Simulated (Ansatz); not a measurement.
`C[S][K]` + `[AlH2][SH]` → `[SH][K]` + `C[S][AlH2]` at 700 K and 1 bar (redistribution).

Calculated with Ansatz (gas phase, PBE0-D4/def2-TZVP geometries, no zero-point term in ΔE). CCSD(T)/CBS adds triple-zeta CCSD(T) − MP2 to the extrapolated MP2 energy (def2 sets, frozen cores). This one scheme is used for every species. For K outer-core shells are correlated without core-valence functions, which leaves a few kJ/mol of doubt a bond. Scalar relativity is left out up to krypton.

```
     species  CCSD(T)/CBS energy (Eh)  H − E (kJ/mol)  S (J/(mol·K))
   `C[S][K]`              -1037.10009           146.7          395.1
`[AlH2][SH]`               -641.61836           102.7          330.6
   `[SH][K]`               -997.85519            51.4          309.8
`C[S][AlH2]`               -680.87163           198.2          398.5
```

H − E and S are ideal-gas, rigid-rotor, harmonic terms from PBE0-D4/def2-TZVP. 1 Eh = 2625.50 kJ/mol, R = 8.31446 J/(mol·K).

Question: By hand: ΔE, ΔH, ΔS and ΔG.

Answer: ΔE = (-997.85519) + (-680.87163) − (-1037.10009) − (-641.61836) = -0.00837 Eh = -22.0 kJ/mol. Δ(H − E) = 51.4 + 198.2 − 146.7 − 102.7 = 0.2, so ΔH = -21.8 kJ/mol. ΔS = 309.8 + 398.5 − 395.1 − 330.6 = -17.4 J/(mol·K). ΔG = -21.8 − 700 × (-17.4)/1000 = -9.6 kJ/mol.

Question: By hand: the equilibrium constant, and the temperature at which ΔG would vanish if ΔH and ΔS stayed fixed.

Answer: log₁₀ K = −ΔG/(RT ln 10) = 0.7. ΔG = 0 at ΔH/ΔS = 1253 K, though so small a ΔS makes that figure unsure.

TΔS isn't small against ΔH here. A doubt of 5 kJ/mol in ΔE shifts log₁₀ K by 0.4 here. Modes under 60 cm⁻¹, often nearly free rotors, make the harmonic entropy too high. These are equilibria of isolated gas molecules and say nothing of rates. Largest T1 diagnostic: 0.011 (customary marks: 0.02 for closed shells, 0.045 for open ones).
